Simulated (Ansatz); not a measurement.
Molecule: LaBr2, charge 0, multiplicity 2. The spin state was set by rule; other spins were not relaxed. 
Structure (B3LYP-D3(BJ)/def2-TZVP (Ansatz, a quantum-chemistry and plane-wave program) minimum search):
```
La
Br 1 2.7596
Br 1 2.7596 2 116.68
```
Charge 0, spin multiplicity 2.

Parts of the frozen-core correlation energy in def2-SVP (Ansatz, hartree). Frozen orbitals: 32; correlated occupied orbitals by spin: 9 and 8; virtual: 55 and 56. Open shells are spin-unrestricted. Spin-orbit coupling is left out. In def2 rows, elements after Kr have scalar-relativistic effective core potentials.

| term | value |
|---|---|
| reference (HF) | -5175.52558 |
| MP2 opposite-spin | -0.19316 |
| MP2 same-spin | [?] |
| CCSD correlation | [?] |
| (T) | [?] |
| T1 diagnostic | 0.015 |
| largest doubles amplitude | 0.019 |
| <S^2> of the reference | 0.754 |

**Question.** Fill in the missing entries.

**Answer.** 
- MP2 same-spin, value: -0.07513
- CCSD correlation, value: -0.28972
- (T), value: -0.00751
